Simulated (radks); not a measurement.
The arsenic ion As3+, [Ar] 3d10 4s2. All-electron calculation, non-relativistic Kohn-Sham, LDA (Slater exchange, Perdew-Wang correlation), spin-polarised, spherical densities, point nucleus. Program: a radial shooting solver on a logarithmic mesh with Libxc functionals. Every spin shell is full or empty, so the densities are truly spherical. Functionals are evaluated on that one density, not self-consistently. Rank these exchange functionals by their error against the exact value of the orbitals, and give that value: LDA, PBE, RPBE, PW91, PW86, OPTX, AM05, G96, APBE, TPSS, revTPSS, SCAN.

Answer. Exact: -80.4115 hartree. From best to worst, with 100 (|E| - |E exact|)/|E exact| (equal figures are ties): RPBE +0.03, TPSS +0.08, PW91 +0.18, PBE -0.25, PW86 +0.26, SCAN +0.34, G96 +0.47, APBE +0.62, revTPSS -0.64, OPTX +0.96, AM05 -5.12, LDA -5.62.
